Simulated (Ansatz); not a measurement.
`CB(O)O` + H₂ → `CBO` + H₂O at 700 K and 1 bar (hydrogenolysis of a B–O bond).

Isolated molecules relaxed with PBE0-D4/def2-TZVP in Ansatz; ΔE leaves out vibrations. CCSD(T)/CBS is the MP2 limit (def2-TZVPP, def2-QZVPP) plus CCSD(T) − MP2 in def2-TZVPP, frozen cores. This one scheme is used for every species. One conformer a species, not always the lowest.

```csv
species,CCSD(T)/CBS energy (Eh),H − E (kJ/mol),S (J/(mol·K))
`CB(O)O`,-216.32673,247.0,396.7
H₂,-1.17544,46.8,155.3
`CBO`,-141.08489,219.3,348.2
H₂O,-76.37941,80.5,218.4
```

H − E and S are ideal-gas, rigid-rotor, harmonic terms from PBE0-D4/def2-TZVP, for one conformer and one mirror image of each species. The MP2-based limit puts H₂ 0.8 mEh under its directly extrapolated value; such offsets cancel only in part. 1 Eh = 2625.50 kJ/mol, R = 8.31446 J/(mol·K).

**Question.** By hand: ΔE, ΔH, ΔS and ΔG.

**Answer.** ΔE = (-141.08489) + (-76.37941) − (-216.32673) − (-1.17544) = 0.03787 Eh = 99.4 kJ/mol. Δ(H − E) = 219.3 + 80.5 − 247.0 − 46.8 = 6.0, so ΔH = 105.4 kJ/mol. ΔS = 348.2 + 218.4 − 396.7 − 155.3 = 14.6 J/(mol·K). ΔG = 105.4 − 700 × (14.6)/1000 = 95.2 kJ/mol.

**Question.** By hand: the equilibrium constant, and the temperature at which ΔG would vanish if ΔH and ΔS stayed fixed.

**Answer.** log₁₀ K = −ΔG/(RT ln 10) = -7.1. ΔG = 0 at ΔH/ΔS = 7219 K, far beyond where these terms or the molecules hold.

The number of gas molecules stays the same, so ΔS is small and ΔH decides. A doubt of 5 kJ/mol in ΔE shifts log₁₀ K by 0.4 here. Other conformers and mirror images would add mixing entropy, several J/(mol·K) or more a flexible species. Modes under 60 cm⁻¹, often nearly free rotors, make the harmonic entropy too high. These are equilibria of isolated gas molecules and say nothing of rates. Largest T1 diagnostic: 0.012 (customary marks: 0.02 for closed shells, 0.045 for open ones).
